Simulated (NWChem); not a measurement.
Molecule: CH8N2Si; SMILES [SiH2](N)NC

```xyz
12

C      0.0796    -2.1978     0.1575
N      0.4352    -0.8523    -0.2460
Si    -0.5229     0.5817    -0.0341
N      0.5760     1.9234     0.0936
H      0.9521    -2.7514     0.5723
H     -0.3488    -2.8238    -0.6622
H     -0.6854    -2.1552     0.9604
H      1.1915    -0.8040    -0.9338
H     -1.4382     1.0104    -1.1618
H     -1.4014     0.2346     1.1488
H      1.2319     1.9838     0.8758
H      0.2632     2.8511    -0.2001
```
Atoms are numbered in this order, from 1.

Results from NWChem. Pople sets run with spherical d functions. Geometry: optimised at PBE-D3(BJ)/def2-SVP. Total energies compare along this basis series because the functional is fixed.

| level | basis functions | energy (Ha) | highest occupied level (eV) | orbital gap (eV) | dipole (D) |
|---|---|---|---|---|---|
| PBE0/STO-3G | 32 | -436.3525 | -3.15 | 11.02 | 0.58 |
| PBE0/3-21G | 56 | -439.2729 | (withheld) | (withheld) | 0.89 |
| PBE0/6-31G* | 76 | -441.6208 | -6.33 | 7.89 | 0.95 |
| PBE0/6-31+G* | 92 | -441.6319 | -6.59 | 6.72 | 0.73 |
| PBE0/6-311G** | 128 | -441.7012 | -6.51 | 7.58 | 0.87 |
| PBE0/6-311++G** | 152 | -441.7070 | -6.63 | 6.60 | 0.68 |

Task: Complete the blanks.

Result: 
- PBE0/3-21G, highest occupied level (eV): -6.00
- PBE0/3-21G, orbital gap (eV): 8.07
